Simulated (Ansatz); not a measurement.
```yaml
crystal:
  periodic: [false, false, false]
  atoms:
    - {symbol: C, position_ang: [-1.402065, -0.258848, -0.089835]}
    - {symbol: C, position_ang: [-0.605726, -0.393635, 0.570843]}
    - {symbol: O, position_ang: [-0.060725, -0.075857, -0.060971]}
    - {symbol: Zr, position_ang: [1.097409, 0.228919, -0.551709]}
    - {symbol: O, position_ang: [2.319161, 0.867793, 0.146250]}
    - {symbol: F, position_ang: [0.712176, 1.081832, -1.321305]}
    - {symbol: Cl, position_ang: [1.692972, -0.893816, -1.669017]}
    - {symbol: H, position_ang: [-1.721770, -0.451022, 0.515507]}
    - {symbol: H, position_ang: [-1.409540, -0.241508, -0.576103]}
    - {symbol: H, position_ang: [-1.543489, 0.613326, 0.434155]}
    - {symbol: H, position_ang: [-0.536897, -1.215032, 0.447904]}
    - {symbol: H, position_ang: [-0.357842, -0.336493, 1.289713]}
    - {symbol: H, position_ang: [2.425866, 0.707342, 0.670860]}
basis:
  gaussian: {orbitals: x2c-TZVPPall, nuclear_model: gaussian}
hamiltonian: {xc: {name: B97M-V}}
output: {forces: true}
```

```sh
$ ansatz run in.yaml --threads 2 --pin off --events-out ev --progress --plain --max-ram 31744MiB --backend cuda --devices 0, --max-vram 18GiB
```

Shortened log:

```
Functional definition: B97M-V
2008 factors; their error is unknown
mean field evaluation 1: about -119251.7298 eV, gradient 1.9e2 eV
mean field evaluation 2: about -118777.8063 eV, gradient 4.6e2 eV
mean field evaluation 4: about -119304.4854 eV, gradient 6.1e1 eV
mean field evaluation 8: about -119310.6563 eV, gradient 5.3e-1 eV
mean field evaluation 16: about -119310.6284 eV, gradient 4.7e-3 eV
mean field -119310.62835505 eV, -4384.5847203995 hartree, gradient 1.3e-5 eV, S^2 0.000000; 0 other end points of the search recorded, 0 dependent functions left out
reference -119310.62845122 eV, -4384.5847239336 hartree; 50, 50 occupied and 310, 310 virtual orbitals, 2008 factors
Total energy: -119310.62845122 eV, -4384.5847239336 hartree
Relativity: scalar
Atom 0 at    -1.402065    -0.258848    -0.089835 Å, force   -39.106381    14.285166   127.379131 eV/Å
Atom 1 at    -0.605726    -0.393635     0.570843 Å, force   -24.583196   -34.109886    58.481297 eV/Å
Atom 2 at    -0.060725    -0.075857    -0.060971 Å, force    19.343459    23.359444   -38.830580 eV/Å
Atom 3 at     1.097409     0.228919    -0.551709 Å, force    66.493244   -40.278156    47.949765 eV/Å
Atom 4 at     2.319161     0.867793     0.146250 Å, force     4.117582    43.165772   -84.354576 eV/Å
Atom 5 at     0.712176     1.081832    -1.321305 Å, force   -33.513292    76.290098   -68.793718 eV/Å
Atom 6 at     1.692972    -0.893816    -1.669017 Å, force    14.284233   -28.573383   -27.875555 eV/Å
Atom 7 at    -1.721770    -0.451022     0.515507 Å, force   -30.264579   -14.883638    29.763673 eV/Å
Atom 8 at    -1.409540    -0.241508    -0.576103 Å, force    -3.883032     3.058692  -174.935307 eV/Å
Atom 9 at    -1.543489     0.613326     0.434155 Å, force    -3.263482     6.196831    -2.666253 eV/Å
Atom 10 at    -0.536897    -1.215032     0.447904 Å, force     1.818280   -22.734039     1.747265 eV/Å
Atom 11 at    -0.357842    -0.336493     1.289713 Å, force     6.079469     3.653107    31.103321 eV/Å
Atom 12 at     2.425866     0.707342     0.670860 Å, force    22.477695   -29.430008   101.031537 eV/Å
Dipole moment:    -0.523749     0.366616     0.642232 e Å
```

In this input the geometry is squeezed to about two thirds of its size. Self-consistency was reached. The result belongs to that input, not to the molecule as meant.
